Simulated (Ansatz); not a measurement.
```yaml
crystal:
  periodic: [false, false, false]
  atoms:
    - {symbol: C, position_ang: [-5.538109, -0.043146, 1.358421]}
    - {symbol: C, position_ang: [-4.049969, -0.195695, 1.642645]}
    - {symbol: C, position_ang: [-3.184374, 0.216604, 0.445192]}
    - {symbol: C, position_ang: [-1.688471, 0.070049, 0.714551]}
    - {symbol: C, position_ang: [-0.833174, 0.473849, -0.486693]}
    - {symbol: C, position_ang: [0.668320, 0.346840, -0.228872]}
    - {symbol: C, position_ang: [1.507242, 0.725751, -1.449450]}
    - {symbol: C, position_ang: [3.015299, 0.782723, -1.195459]}
    - {symbol: C, position_ang: [3.620680, -0.556743, -0.779862]}
    - {symbol: C, position_ang: [5.134181, -0.498150, -0.589604]}
    - {symbol: S, position_ang: [5.877964, -2.070455, -0.065592]}
    - {symbol: Cu, position_ang: [4.063383, -2.893552, 0.729461]}
    - {symbol: H, position_ang: [-6.137741, -0.346422, 2.232866]}
    - {symbol: H, position_ang: [-5.799744, 1.001152, 1.123678]}
    - {symbol: H, position_ang: [-5.853521, -0.667532, 0.506971]}
    - {symbol: H, position_ang: [-3.766292, 0.414233, 2.519290]}
    - {symbol: H, position_ang: [-3.819639, -1.243258, 1.909595]}
    - {symbol: H, position_ang: [-3.463923, -0.391422, -0.435191]}
    - {symbol: H, position_ang: [-3.411062, 1.264725, 0.175982]}
    - {symbol: H, position_ang: [-1.409046, 0.684551, 1.590623]}
    - {symbol: H, position_ang: [-1.464078, -0.977830, 0.991508]}
    - {symbol: H, position_ang: [-1.064907, 1.516906, -0.768857]}
    - {symbol: H, position_ang: [-1.108223, -0.144366, -1.361194]}
    - {symbol: H, position_ang: [0.884452, -0.694147, 0.082790]}
    - {symbol: H, position_ang: [0.950397, 0.988484, 0.627865]}
    - {symbol: H, position_ang: [1.187870, 1.717987, -1.811413]}
    - {symbol: H, position_ang: [1.295873, 0.023709, -2.277152]}
    - {symbol: H, position_ang: [3.240005, 1.536087, -0.418354]}
    - {symbol: H, position_ang: [3.524261, 1.123948, -2.114522]}
    - {symbol: H, position_ang: [3.164852, -0.880854, 0.189312]}
    - {symbol: H, position_ang: [3.375101, -1.328801, -1.533704]}
    - {symbol: H, position_ang: [5.663110, -0.194593, -1.511278]}
    - {symbol: H, position_ang: [5.419252, 0.239358, 0.186454]}
basis:
  gaussian: {orbitals: def2-TZVP, initial_orbitals: start.molden}
total_charge: 1
magnetization: {spin_polarized: true, initial_magnetization: 1}
hamiltonian: {xc: pbe0, dispersion: d4}
scf: {omitted_lower_state_checks: [starts]}
output: {orbitals: {seedname: orbitals}}
```

The file start.molden holds the orbitals of an earlier run on this structure, at another level or in another basis.

```sh
$ ansatz run in.yaml --threads 4 --pin off --events-out ev --progress --plain --max-ram 6963MiB
```

(1) Does this run fit into the memory that it is given?

Answers

(1) No. It has 518 basis functions, and Ansatz plans for 9 GiB where 7 GiB are given.
